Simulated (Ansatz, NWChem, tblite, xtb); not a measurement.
MoHO2F3 (SMILES [O]=[Mo]([OH])([F])([F])[F]): methods side by side

The species is MoHO2F3 (7 atoms), meant as a singlet with charge 0. As SMILES, `[O]=[Mo]([OH])([F])([F])[F]`. Geometry: relaxed at PBE0-D4/def2-TZVP. This is one conformer, not always the lowest.

| atom | x (Å) | y (Å) | z (Å) |
| --- | --- | --- | --- |
| O | -1.3752 | -0.6276 | 0.8349 |
| Mo | -0.2737 | 0.1705 | -0.0865 |
| O | 1.3863 | -0.6015 | 0.1570 |
| F | -0.4209 | -0.7340 | -1.6929 |
| F | -1.0660 | 1.5437 | -1.0339 |
| F | 0.2328 | 1.5367 | 1.0522 |
| H | 1.5780 | -1.3556 | 0.7235 |

Each level gives the dipole moment (D). The values are calculated.

```csv
level,kind,program,value (D),CPU time
GFN2-xTB,semi-empirical,tblite,3.68,under 2 s
IPEA1-xTB,semi-empirical,tblite,3.87,under 2 s
GFN0-xTB,semi-empirical,xtb,4.29,under 2 s
GFN1-xTB,semi-empirical,xtb,3.74,under 2 s
HF/STO-3G,Hartree–Fock,Ansatz,2.07,11 s
HF/3-21G,Hartree–Fock,NWChem,3.63,23 s
HF/def2-SVP (core potential),Hartree–Fock,Ansatz,3.41,20 s
r2SCAN/def2-SVP (core potential),meta-GGA,Ansatz,3.06,45 s
PBE0/def2-SVP (core potential),global hybrid,Ansatz,3.14,35 s
```

All-electron rows without a relativistic Hamiltonian named are non-relativistic, while core potentials hold scalar relativity, so basis and relativity change together. The values span 2.07 to 4.29 D. Sets without polarisation functions give poor dipoles. Without the sets that lack polarisation functions the rows with a basis span only 3.06 to 3.41 D. Times are those of the runs behind each value, whatever else they computed, on shared processors of several kinds: orders of magnitude only.
